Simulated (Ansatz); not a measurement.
# BH7Si2Zn: where a starting geometry ends

The starting geometry of this gas-phase singlet was optimised with GFN2-xTB.

```xyz
11

B     2.1217    0.5893   -0.0528
Si    2.3738   -1.2727   -0.6394
Si    0.4169   -2.2570   -1.4146
Zn    1.0373    1.4321   -1.6271
H     2.9270   -2.1870    0.3828
H     1.3276    0.7832    0.8082
H     3.0559    1.3181   -0.0451
H     3.3662   -1.4369   -1.7354
H    -0.4358   -2.8532   -0.3834
H    -0.4268   -1.2014   -2.0415
H     0.5526   -3.2862   -2.4436
```

Problem. Where would you expect an optimisation with B3LYP/6-31G* to take it?

Solution. It keeps its bonds.

The energy falls by 0.14 eV over 18 steps:

| step | E − E(last) (eV) |
| --- | --- |
| 1 | 0.142 |
| 3 | 0.036 |
| 5 | 0.024 |
| 7 | 0.013 |
| 9 | 0.008 |
| 10 | 0.006 |
| 12 | 0.001 |
| 14 | 0.000 |
| 16 | 0.000 |
| 18 | 0.000 |

Final geometry (Å):

```xyz
11

B     2.1467    0.5303    0.1037
Si    2.4364   -1.2664   -0.7827
Si    0.4041   -2.2263   -1.4811
Zn    0.7969    1.2837   -1.3217
H     3.0991   -2.2243    0.1600
H     1.4170    0.5592    1.0584
H     2.9994    1.3725    0.0334
H     3.2928   -1.1925   -2.0054
H    -0.6451   -2.0442   -0.4354
H    -0.0916   -1.4898   -2.6873
H     0.4610   -3.6738   -1.8337
```

Frequencies at the end are all real (lowest 53 cm⁻¹). Run with Ansatz 0.2.0, 62 s on 2 threads of Arm Neoverse V1, with other jobs on the host.
